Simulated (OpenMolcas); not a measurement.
# How basis sets differ on GeSiNH7 (SMILES [SiH3][NH][GeH3])

GeSiNH7 has 10 atoms, charge 0, and is taken as a singlet. As SMILES, `[SiH3][NH][GeH3]`. The shape is that of a PBE0-D4/def2-TZVP optimisation.

```xyz
10

Si   -1.1468    0.5222   -0.9456
N     0.4614    0.3191   -0.3757
Ge    1.0201   -0.6758    1.0662
H    -1.9237   -0.6685   -0.5129
H    -1.1602    0.6272   -2.4305
H    -1.8355    1.7358   -0.4161
H     1.1591    0.9529   -0.7365
H    -0.0189   -1.7874    1.2624
H     1.1199    0.1804    2.3456
H     2.4078   -1.2572    0.7459
```

Quantity: the HOMO–LUMO gap, in eV. The values are calculated.

| level | kind | program | value (eV) |
| --- | --- | --- | --- |
| HF/STO-3G | Hartree–Fock | OpenMolcas | 19.08 |
| HF/3-21G | Hartree–Fock | OpenMolcas | 14.19 |
| HF/cc-pVDZ-DK (DKH2, RICD fitting) | Hartree–Fock | OpenMolcas | 14.05 |
| HF/def2-SVP | Hartree–Fock | OpenMolcas | 14.17 |

All-electron rows without a relativistic Hamiltonian named are non-relativistic. The values span 14.05 to 19.08 eV. A Hartree–Fock LUMO above zero doesn't converge with the basis: it sinks as sets grow more diffuse. Orbital gaps aren't excitation energies.
